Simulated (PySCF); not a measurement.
A structure optimised at PBE-D3(BJ)/def2-SVP, used in a PySCF frequency run:

```
Zr
O 1 1.9233
H 2 0.9657 1 173.25
O 1 1.9233 2 109.99 3 60.64
H 4 0.9657 1 173.25 2 -60.64
O 1 1.9233 2 109.99 3 -60.64
H 6 0.9657 1 173.25 2 60.64
Cl 1 2.3957 2 108.95 3 180.00
```
Charge 0, spin multiplicity 1.

Problem. Write its SMILES, formula and point group.

Solution. [OH][Zr]([OH])([OH])[Cl], ClH3O3Zr, C3v

Problem. What are its rotational constants (standard atomic weights)?

Solution. 2.7971, 1.6805, 1.6805 GHz
